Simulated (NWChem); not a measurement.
Program: NWChem. System: H$_{4}$AlFO, charge 1, spin multiplicity 2, at the geometry of a parent with another charge or spin, in a state set for the comparison that need not be this species' ground state. Its SCF solution wasn't tested for a lower state. Level: UMP2/aug-cc-pVDZ, 7 core orbitals frozen.

Job file:

```
start mol
memory heap 200 mb stack 900 mb global 1100 mb
charge 1
geometry units angstroms nocenter noautoz noautosym
  Al    -0.581406    -0.498746    -0.017730
  H     -0.688707    -1.270654     1.386477
  H     -1.065417    -1.100132    -1.414006
  F     -0.614732     1.218948     0.094523
  O      1.441766    -0.278992    -0.147261
  H      1.397941     0.704734    -0.066672
  H      1.912926    -0.588839     0.652071
end
basis spherical
  * library aug-cc-pvdz
end
scf
  uhf
  nopen 1
  maxiter 100
  thresh 1e-7
  semidirect memsize 60000000 filesize 0
  # guess.movecs holds the orbitals of an unrestricted PBE0 run
  vectors input guess.movecs output mol.movecs
end
mp2
  freeze core 7
end
task mp2 energy
```

Part of the output:

```
             Northwest Computational Chemistry Package (NWChem) 7.3.0
             --------------------------------------------------------

                                NWChem Input Module
                                -------------------

 Scaling coordinates for geometry "geometry" by  1.889725989
 (inverse scale =  0.529177249)

                             Geometry "geometry" -> ""
                             -------------------------

 Output coordinates in angstroms (scale by  1.889725989 to convert to a.u.)

  No.       Tag          Charge          X              Y              Z
 ---- ---------------- ---------- -------------- -------------- --------------
    1 Al                  13.0000    -0.58140600    -0.49874600    -0.01773000
    2 H                    1.0000    -0.68870700    -1.27065400     1.38647700
    3 H                    1.0000    -1.06541700    -1.10013200    -1.41400600
    4 F                    9.0000    -0.61473200     1.21894800     0.09452300
    5 O                    8.0000     1.44176600    -0.27899200    -0.14726100
    6 H                    1.0000     1.39794100     0.70473400    -0.06667200
    7 H                    1.0000     1.91292600    -0.58883900     0.65207100

 Effective nuclear repulsion energy (a.u.)     112.0245928370

            Nuclear Dipole moment (a.u.)
            ----------------------------
        X                 Y               Z
 ---------------- ---------------- ----------------
     0.0000094486     0.0000132281    -0.0000018897


 Summary of "ao basis" -> "" (spherical)
 ------------------------------------------------------------------------------
       Tag                 Description            Shells   Functions and Types
 ---------------- ------------------------------  ------  ---------------------
 *                        aug-cc-pvdz                 on all atoms

 Summary of "ao basis" -> "ao basis" (spherical)
 ------------------------------------------------------------------------------
       Tag                 Description            Shells   Functions and Types
 ---------------- ------------------------------  ------  ---------------------
 Al                       aug-cc-pvdz               11       27   5s4p2d
 H                        aug-cc-pvdz                5        9   3s2p
 F                        aug-cc-pvdz                9       23   4s3p2d
 O                        aug-cc-pvdz                9       23   4s3p2d

                                 NWChem SCF Module
                                 -----------------

  ao basis        = "ao basis"
  functions       =   109
  atoms           =     7
  alpha electrons =    17
  beta  electrons =    16
  charge          =   1.00
  wavefunction    = UHF
  use symmetry    = F
  symmetry adapt  = F

 Summary of "ao basis" -> "ao basis" (spherical)
 ------------------------------------------------------------------------------
       Tag                 Description            Shells   Functions and Types
 ---------------- ------------------------------  ------  ---------------------
 Al                       aug-cc-pvdz               11       27   5s4p2d
 H                        aug-cc-pvdz                5        9   3s2p
 F                        aug-cc-pvdz                9       23   4s3p2d
 O                        aug-cc-pvdz                9       23   4s3p2d

 Forming initial guess at       0.1s

 Starting SCF solution at       0.1s

 ----------------------------------------------
         Quadratically convergent UHF

 Convergence threshold     :          1.000E-07
 Maximum no. of iterations :          100
 Integral*density screening:          1.000E-09
 ----------------------------------------------

              iter       energy          gnorm     gmax       time
             ----- ------------------- --------- --------- --------
                 1     -418.2649668196  4.16D-01  8.90D-02      3.5
                 2     -418.2894649852  3.51D-02  9.06D-03      4.6
                 3     -418.2896684975  9.78D-04  4.03D-04      5.8
                 4     -418.2896708492  1.76D-05  4.53D-06      8.8
                 5     -418.2896708494  3.49D-09  5.27D-10     12.1

       Final UHF  results
       ------------------

         Total SCF energy =   -418.289670849350
      One electron energy =   -797.630038849009
      Two electron energy =    267.315775162640
 Nuclear repulsion energy =    112.024592837019

                       Sz =      0.5000
                 Sz(Sz+1) =      0.7500
                      S^2 =      0.8380

        Time for solution =     12.0s

          Final alpha eigenvalues
          -----------------------

              1
    1  -58.7830
    2  -26.4526
    3  -20.8679
    4   -5.1867
    5   -3.5068
    6   -3.5011
    7   -3.4995
    8   -1.7231
    9   -1.6402
   10   -0.9986
   11   -0.9294
   12   -0.8742
   13   -0.8388
   14   -0.8232
   15   -0.8158
   16   -0.7870
   17   -0.7788
   18   -0.1242
   19   -0.1020
   20   -0.0966
   21   -0.0778
   22   -0.0750
   23   -0.0493
   24   -0.0451
   25   -0.0349
   26   -0.0311
   27   -0.0269

          Final beta eigenvalues
          ----------------------

              1
    1  -58.7839
    2  -26.4519
    3  -20.8683
    4   -5.1893
    5   -3.5031
    6   -3.5018
    7   -3.4988
    8   -1.7212
    9   -1.6408
   10   -0.9982
   11   -0.9065
   12   -0.8601
   13   -0.8247
   14   -0.7924
   15   -0.7827
   16   -0.6681
   17   -0.3379
   18   -0.1272
   19   -0.1036
   20   -0.0886
   21   -0.0719
   22   -0.0650
   23   -0.0495
   24   -0.0443
   25   -0.0320
[...]
 Vector   16  Occ=1.000000D+00  E=-6.681414D-01
              MO Center= -7.5D-01, -9.8D-01, -4.1D-03, r^2= 2.3D+00
   Bfn.  Coefficient  Atom+Function         Bfn.  Coefficient  Atom+Function
  ----- ------------  ---------------      ----- ------------  ---------------
     4      0.456440  1 Al s                  3      0.394340  1 Al s
    10     -0.244743  1 Al py                28      0.201457  2 H  s
    37      0.198699  3 H  s                 73      0.153205  5 O  px

 Vector   17  Occ=0.000000D+00  E=-3.379074D-01
              MO Center= -8.0D-01, -1.0D+00, -1.9D-02, r^2= 2.9D+00
   Bfn.  Coefficient  Atom+Function         Bfn.  Coefficient  Atom+Function
  ----- ------------  ---------------      ----- ------------  ---------------
    11      0.309850  1 Al pz                37     -0.269542  3 H  s
    28      0.267731  2 H  s                 14      0.265850  1 Al pz
    29      0.158188  2 H  s

 Vector   18  Occ=0.000000D+00  E=-1.272255D-01
              MO Center=  2.2D-01, -1.1D+00,  3.1D-01, r^2= 8.8D+00
   Bfn.  Coefficient  Atom+Function         Bfn.  Coefficient  Atom+Function
  ----- ------------  ---------------      ----- ------------  ---------------
    12      0.494038  1 Al px               103      0.436970  7 H  s
     4     -0.275487  1 Al s                 15      0.241930  1 Al px
     9      0.226327  1 Al px                71     -0.199364  5 O  s
    13     -0.188343  1 Al py

 Vector   19  Occ=0.000000D+00  E=-1.036407D-01
              MO Center=  5.6D-02, -8.8D-02,  5.7D-01, r^2= 1.1D+01
   Bfn.  Coefficient  Atom+Function         Bfn.  Coefficient  Atom+Function
  ----- ------------  ---------------      ----- ------------  ---------------
   103      0.617809  7 H  s                 13      0.370182  1 Al py
    16      0.335051  1 Al py                 4     -0.286543  1 Al s
    27      0.218208  1 Al d  2              10      0.181955  1 Al py
    12     -0.182636  1 Al px                25      0.176856  1 Al d  0
    79     -0.165069  5 O  px                39      0.160364  3 H  s

 center of mass
 --------------
 x =  -0.07833936 y =   0.08491921 z =  -0.01362159

 moments of inertia (a.u.)
 ------------------
         159.468666737229          38.574689066474           9.007483631030
          38.574689066474         220.054786246001          -8.799142842261
           9.007483631030          -8.799142842261         344.476454155904

  Mulliken analysis of the total density
  --------------------------------------

    Atom       Charge   Shell Charges
 -----------   ------   -------------------------------------------------------
    1 Al  13    11.93   2.00  2.02  0.64  0.22  0.03  6.00  0.63  0.13  0.01  0.23  0.02
    2 H    1     0.80   0.61  0.22 -0.04  0.01  0.01
    3 H    1     0.78   0.61  0.19 -0.03  0.01  0.01
    4 F    9     9.70   2.00  0.88  1.06  0.05  3.30  2.28  0.12  0.00  0.02
    5 O    8     8.44   2.00  0.83  0.85  0.02  2.84  1.78  0.13  0.01 -0.01
    6 H    1     0.62   0.65 -0.08 -0.01  0.08 -0.01
    7 H    1     0.72   0.67 -0.03 -0.01  0.08  0.01

  Mulliken analysis of the alpha density
  --------------------------------------

    Atom       Charge   Shell Charges
 -----------   ------   -------------------------------------------------------
    1 Al  13     5.89   1.00  1.01  0.25 -0.02  0.02  3.00  0.38  0.08  0.00  0.16  0.01
    2 H    1     0.67   0.50  0.18 -0.02  0.01  0.00
    3 H    1     0.66   0.50  0.17 -0.02  0.01  0.00
    4 F    9     4.87   1.00  0.44  0.53  0.03  1.66  1.14  0.06  0.00  0.01
    5 O    8     4.24   1.00  0.41  0.42  0.02  1.42  0.89  0.07  0.01 -0.01
    6 H    1     0.31   0.32 -0.04 -0.00  0.04 -0.01
    7 H    1     0.36   0.34 -0.02 -0.01  0.04  0.00

   Mulliken analysis of the beta density
   -------------------------------------

    Atom       Charge   Shell Charges
 -----------   ------   -------------------------------------------------------
    1 Al  13     6.04   1.00  1.01  0.38  0.25  0.01  3.00  0.25  0.05  0.00  0.07  0.01
    2 H    1     0.13   0.11  0.03 -0.02  0.00  0.00
    3 H    1     0.12   0.11  0.03 -0.02  0.00  0.00
    4 F    9     4.84   1.00  0.44  0.53  0.02  1.65  1.14  0.05  0.00  0.01
    5 O    8     4.20   1.00  0.42  0.42 -0.00  1.42  0.89  0.06  0.01 -0.01
    6 H    1     0.31   0.32 -0.04 -0.01  0.04 -0.01
    7 H    1     0.37   0.34 -0.01 -0.00  0.04  0.00

   Mulliken analysis of the spin density
   -------------------------------------

    Atom       Charge   Shell Charges
 -----------   ------   -------------------------------------------------------
    1 Al  13    -0.15  -0.00  0.00 -0.13 -0.27  0.00 -0.00  0.13  0.02  0.00  0.09  0.00
    2 H    1     0.54   0.39  0.15 -0.00  0.00  0.00
    3 H    1     0.54   0.40  0.14 -0.00  0.00  0.00
    4 F    9     0.03   0.00  0.00  0.00  0.01  0.01  0.00  0.01 -0.00 -0.00
    5 O    8     0.04  -0.00 -0.00  0.00  0.03 -0.00  0.00  0.02  0.00 -0.00
    6 H    1     0.00  -0.00 -0.00  0.00  0.00  0.00
    7 H    1    -0.01   0.00 -0.00 -0.00  0.00 -0.00

       Multipole analysis of the density wrt the origin
       ------------------------------------------------

     L   x y z        total         alpha         beta         nuclear
     -   - - -        -----         -----         ----         -------
     0   0 0 0      1.000000    -17.000000    -16.000000     34.000000

     1   1 0 0      0.211069      0.857824     -0.646765      0.000009
     1   0 1 0     -1.837124      0.080341     -1.917478      0.000013
     1   0 0 1      0.391879      0.224012      0.167869     -0.000002

     2   2 0 0     -9.616495    -62.691370    -59.942012    113.016887
     2   1 1 0      3.148538      7.731546     10.723383    -15.306392
     2   1 0 1      2.776945      1.484765      2.655206     -1.363026
     2   0 2 0    -15.312410    -47.293568    -42.643916     74.625074
     2   0 1 1     -1.002472     -1.813619     -2.201084      3.012230
     2   0 0 2    -12.753628    -18.854272    -10.359668     16.460312

                   NWChem MP2 Semi-direct Energy/Gradient Module
                   ---------------------------------------------

  Basis functions       =    109
  Molecular orbitals    =    109
  Frozen core           =      7
  Frozen virtuals       =      0
  Active alpha occupied =     10
  Active beta occupied  =      9
  Active alpha virtual  =     92
  Active beta virtual   =     93
  Use MO symmetry       = F
  Use skeleton AO sym   = F

  AO/Fock/Back tols     =   1.0D-09  1.0D-09  1.0D-09

 GA uses MA = F    GA memory limited = T

 Available:
  local mem=  1.26D+08
 global mem=  1.44D+08
 local disk=  0.00D+00
  mp2_memr nvloc                    92
  nvloc new                    92
   1 passes of  10:        3145728                      47697                  18772750.
   1 passes of  10: M    126151707           G      144155438           F     123005979.

 Semi-direct pass number   1 of   1  for UHF alpha       at       12.2s
  vrange nnbf                  5995
  mp2_eaftype                    71  avail_ma_in_mb                  1099
 EAF : mp2_eaftype filesize          71    9386375.
  mp2_eaf for mointskh                     71
Node 0 wrote     44.1 Mb in      0.0 s     Agg I/O rate:  2584.2 Mb/s
 Done moints_semi at       20.6s
  mp2_eaftype                    71  avail_ma_in_mb                  1028
 EAF : mp2_eaftype filesize          71    9386375.
  mp2_eaf for kh                    71
 Done maket at       20.8s
 Done multipass loop at       20.8s

 GA uses MA = F    GA memory limited = T

 Available:
  local mem=  1.26D+08
 global mem=  1.44D+08
 local disk=  0.00D+00
  mp2_memr nvloc                    93
  nvloc new                    93
   1 passes of   9:        3145728                      45580                  17080961.
   1 passes of   9: M    126151707           G      144155438           F     123005979.

 Semi-direct pass number   1 of   1  for UHF beta        at       20.8s
  vrange nnbf                  5995
  mp2_eaftype                    65  avail_ma_in_mb                  1099
 EAF : mp2_eaftype filesize          65    8540480.
  mp2_eaf for mointskh                     65
Node 0 wrote     40.1 Mb in      0.0 s     Agg I/O rate:  1860.6 Mb/s
 Done moints_semi at       29.2s
  mp2_eaftype                    65  avail_ma_in_mb                  1034
 EAF : mp2_eaftype filesize          65    8540480.
  mp2_eaf for kh                    65
 Done maket at       29.5s
 Done multipass loop at       29.5s

          -------------------------------------------
          SCF energy                -418.289670849350
          Correlation energy          -0.484278931130
          Singlet pairs                0.000000000000
          Triplet pairs                0.000000000000
          Total MP2 energy          -418.773949780480
          -------------------------------------------

          ---------------------------------------------------
                    Spin Component Scaled (SCS) MP2
          Same spin pairs                     -0.123695092518
          Same spin scaling factor             0.333333333333
          Opposite spin pairs                 -0.360583838613
          Opposite spin scaling fact.          1.200000000000
          SCS-MP2 correlation energy          -0.473932303841
          Total SCS-MP2 energy              -418.763603153191
          ---------------------------------------------------

 -----------------------
 Performance information
 -----------------------

 Timer overhead =  2.23D-07 seconds/call

               Nr. of calls         CPU time (s)                 Wall time (s)                GFlops
             ---------------    -------------------     ------------------------------   -------------------
Name         Min   Avg   Max    Min     Avg     Max     Min     Avg     Max   Mx/calls   Min     Max     Sum
mp2: moin     2     2     2    17.     17.     17.      17.     17.     17.     8.4      0.0     0.0     0.0
mp2: make     2     2     2   0.50    0.50    0.50     0.50    0.50    0.50    0.25      0.0     0.0     0.0
mp2: tota     1     1     1    17.     17.     17.      17.     17.     17.     17.      0.0     0.0     0.0

 The average no. of pstat calls per process was 5.00D+00
 with a timing overhead of 1.11D-06s

 Task  times  cpu:       29.5s     wall:       29.5s

 Total times  cpu:       29.5s     wall:       29.5s
```
